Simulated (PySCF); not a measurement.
Computed IR spectrum (relative IR intensity) of a molecule CH3Si, multiplicity 2. The structure is a stationary point at PBE-D3(BJ)/def2-TZVP. Other conformers were not sampled. Method: PySCF with PBE-D3(BJ)/def2-TZVP. Frequencies are harmonic and unscaled.

```csv
ν (cm⁻¹),relative intensity
189,66
265,53
570,46
628,39
906,56
1046,9.7
2183,27
2197,100
3273,21
```

Pick the molecule that these values belong to.
A. [CH]=[SiH2]
B. C[Si]
C. C=[SiH]

A, [CH]=[SiH2]
